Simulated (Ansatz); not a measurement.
System: sum formula H2BO3, net charge -1, singlet state. It need not be the lowest isomer of its formula. Whether it binds its extra electron was not tested at this geometry. SMILES: [O-]B(O)O
Coordinates optimised at B3LYP-D3(BJ)/def2-TZVP (Ansatz, a first-principles code):
```
B
O 1 1.2774
O 1 1.4642 2 124.32
H 3 0.9610 1 111.23 2 162.71
O 1 1.4642 2 124.32 3 180.00
H 5 0.9610 1 111.23 2 162.71
```
Charge -1, spin multiplicity 1.

Parts of the frozen-core correlation energy in cc-pVDZ (Ansatz, hartree). Frozen orbitals: 4; correlated occupied orbitals by spin: 12 and 12; virtual: 50 and 50. Spin-orbit coupling is left out. Non-relativistic.

```csv
term,value
reference (HF),-250.58038
MP2 opposite-spin,(withheld)
MP2 same-spin,-0.17657
CCSD correlation,(withheld)
(T),(withheld)
T1 diagnostic,0.014
largest doubles amplitude,0.048
```

Question: What belongs in the gaps?

Answer: 
- MP2 opposite-spin, value: -0.47308
- CCSD correlation, value: -0.66255
- (T), value: -0.01586
